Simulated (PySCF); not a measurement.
C8H6F2.
Numbering: `[F:1][CH:2]([F:3])[CH:4]1[c:5]2[cH:6][cH:7][cH:8][cH:9][c:10]21`

Structure used (GFN2-xTB), in Å, numbered top down from 1:
```xyz
16
C8H6F2 angstrom
F      3.278   -1.096    0.079
C      2.374   -0.415   -0.670
F      3.102    0.385   -1.491
C      1.459    0.405    0.206
C      0.084    0.724   -0.278
C     -1.090    1.119   -0.832
C     -2.198    0.463   -0.260
C     -2.079   -0.480    0.746
C     -0.840   -0.869    1.291
C      0.202   -0.213    0.721
H      1.835   -1.143   -1.297
H      1.997    1.125    0.817
H     -1.203    1.848   -1.620
H     -3.184    0.707   -0.628
H     -2.977   -0.941    1.131
H     -0.767   -1.610    2.073
```

Probes without a nucleus sit at each ring's centroid and 1 Å off its mean plane on both sides; NICS is minus the shielding there, NICSzz its component along the normal. Level: GIAO PBE0/pcSseg-1 (PySCF, non-relativistic, gas phase) on the GFN2-xTB geometry, one conformer.

Ring bond lengths (Å), with Mayer bond orders in brackets: C4–C5 1.492 (0.88), C5–C10 1.376 (1.15), C10–C4 1.492 (0.88); C5–C6 1.357 (1.49), C6–C7 1.409 (1.38), C7–C8 1.385 (1.51), C8–C9 1.409 (1.38), C9–C10 1.357 (1.49), C10–C5 1.376 (1.15).

Task: What do the NICS probes read (ppm)?

Result: 
```
              ring                                                      type  NICS(0)  NICS(1), two faces  NICS(1)zz, two faces  rms pucker (Å)  centre to ring atoms, mean (Å)
         C4–C5–C10  3-membered carbocycle; formal bonds 1 aromatic, 2 single    -21.5         -8.1 / -7.3         -16.0 / -13.1            0.00                            0.84
C5–C6–C7–C8–C9–C10          6-membered carbocycle; formal bonds all aromatic     -8.5       -11.7 / -11.6         -28.0 / -28.1            0.00                            1.38
```

Task: What can be read from them?

Result: 
- C4–C5–C10: mean NICS(1)zz -14.5 ppm, shielded. C4 has four or more neighbours, so the value isn't read as a sign of a π ring current. NICS(0) lies 14 ppm below the mean NICS(1).
- C5–C6–C7–C8–C9–C10: mean NICS(1)zz -28.0 ppm, shielded. For a flat ring without four-coordinate atoms the NICS criterion counts such a value as aromatic, though in fused rings the probe also feels the neighbouring ring.

Task: What does the geometric index give? HOMA takes Krygowski's 1993 parameters.

Result: 
- C5–C6–C7–C8–C9–C10: HOMA 0.87 = 1 − EN − GEO, with mean bond length 1.382 Å, EN = α(Ropt − mean)² = 0.009 and GEO = α × variance = 0.117. The geometric and the magnetic index point the same way.

Task: What field does 14.1 T along the ring normal induce along that normal at the second NICS(1) probe listed for ring C5–C6–C7–C8–C9–C10, 1 Å off the ring?

Result: NICSzz × B0 = -28.1 ppm × 14.1 T = -396 μT, against the applied field.

Task: What are the shieldings of the ring atoms and their hydrogens in the same run (means over atoms taken as equivalent)?

Result: 
```csv
atoms,environment,σ isotropic (ppm),"principal values of the symmetric part, first atom (ppm)"
C4,benzylic-type carbon,148.6,"114.2, 133.3, 198.2"
C5 (×2),substituted aromatic carbon,53.6,"-94.1, 32.8, 222.1"
C6 (×2),aromatic CH carbon,66.5,"-12.6, 31.2, 180.7"
C7 (×2),aromatic CH carbon,50.9,"-51.1, 28.1, 175.6"
H12,methine hydrogen,27.62,"23.8, 25.2, 33.8"
H13 (×2),aromatic hydrogen,24.00,"20.0, 25.5, 26.5"
H14 (×2),aromatic hydrogen,24.13,"20.6, 24.8, 26.9"
```
